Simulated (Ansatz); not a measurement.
The same path of AlBrCl2H2 (6 atoms, charge 0, multiplicity 1) was run 3 times with different band settings. Lost on the way: Al1–H2, Br5–H6. Made: H2–H6.

Level of theory: RKS PBE-D4/def2-SVP (Ansatz 0.2.0).

Relaxed end points:

```xyz
6
Properties=species:S:1:pos:R:3
Al 0.007 0.148 0.004
H 0.003 0.743 1.473
Cl 1.805 0.098 -1.120
Cl -1.802 0.016 -1.096
Br 0.072 -2.493 0.952
H 0.071 -2.044 2.321
```

```xyz
6
Properties=species:S:1:pos:R:3
Al 0.026 -0.769 -0.229
H 0.012 0.277 1.802
Cl 1.808 0.222 -0.737
Cl -1.805 0.143 -0.712
Br 0.078 -2.935 0.399
H 0.036 -0.471 2.012
```

Common settings: movable images 5; climbing image yes; spring 5.0 eV/Å²; force threshold 0.05 eV/Å; iteration limit 60; end points relaxed.

| run | optimiser | start path |
| --- | --- | --- |
| 1 | quadratic models (default) | through a guess of the saddle point |
| 2 | quadratic models (default) | straight line |
| 3 | lbfgs | through a guess of the saddle point |

(1) What does each run give, and how far can it be trusted?

Results:

(1) Run 1: converged after 7 iterations, highest image 0.114 eV above the first end. A vibrational analysis at the climbing image gives one clearly imaginary mode, 204i cm⁻¹: a first-order saddle point.
Run 2: converged after 10 iterations, highest image 0.116 eV above the first end. Another band between the same ends (5 images) ends at a top of the same energy, where a vibrational analysis finds 1 clearly imaginary mode.
Run 3: converged after 33 iterations, highest image 0.116 eV above the first end. Another band between the same ends (5 images) ends at a top of the same energy, where a vibrational analysis finds 1 clearly imaginary mode.
The orbitals stay closed-shell, which can raise the energy where a bond breaks towards radicals; this wasn't checked here.
